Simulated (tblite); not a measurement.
Species: C7H10NPSi.
Numbering: `[SiH3:1][N:2]=[P@:3]12[CH:4]=[CH:5][C@H:6]([CH:7]=[CH:8]1)[CH:9]=[CH:10]2` (hydrogens: H11, H12, H13 on Si1; H14 on C4; H15 on C5; H16 on C6; H17 on C7; H18 on C8; H19 on C9; H20 on C10)

Structure used (GFN2-xTB), in Å, numbered top down from 1:
```xyz
20
C7H10NPSi angstrom
Si     3.4921    0.0942   -0.0461
N      1.9908    0.9388   -0.0223
P      0.5399    0.3806   -0.0059
C     -0.1846   -0.6143   -1.3560
C     -1.4803   -0.8407   -1.2070
C     -2.1600   -0.2921    0.0275
C     -1.9600    1.2100    0.0311
C     -0.7221    1.6772    0.0162
C     -1.4476   -0.8505    1.2389
C     -0.1483   -0.6255    1.3548
H      3.6462   -0.7592   -1.2340
H      3.6747   -0.7740    1.1270
H      4.4784    1.1708   -0.0519
H      0.4174   -0.9425   -2.1883
H     -2.0873   -1.3903   -1.9103
H     -3.2200   -0.5474    0.0404
H     -2.8443    1.8281    0.0450
H     -0.4301    2.7142    0.0167
H     -2.0358   -1.4064    1.9532
H      0.4756   -0.9603    2.1681
```

Method: GFN2-xTB as coded in tblite; computed harmonic values from a numerical Hessian at the method's own geometry, unscaled. Against measured fundamentals such values can be off by several per cent, at times by over 20. Modes of hydrogen on silicon can be 10 to 20 % off.

**Question.** How many normal modes are there?

**Answer.** 20 atoms, non-linear: 3N − 6 = 54.

**Question.** What is the point group of the computed structure, and how do the modes divide by symmetry?

**Answer.** Cs. The vibrations span 32 a′ + 22 a″.

**Question.** How many distinct wavenumbers does the calculation give?

**Answer.** 54: Cs has no degenerate species.

**Question.** How many fundamentals are allowed in the infrared by symmetry?

**Answer.** 54 of 54: in Cs every mode is allowed. All fundamentals are allowed in the Raman spectrum.

**Question.** What thermal excitation has the softest real mode at 77 K?

**Answer.** θ = hcν̃/k = 59 K for 41.0 cm⁻¹, so N1/N0 = 0.46 and ⟨v⟩ = 1/(exp(θ/T) − 1) = 0.87.

Time: 1.4 s. Hardware: one thread of an Intel Xeon Platinum 8375C at 2.90 GHz, shared host with 128 logical CPUs at a one-minute load of 55. This covers the Hessian and the dipole derivatives.
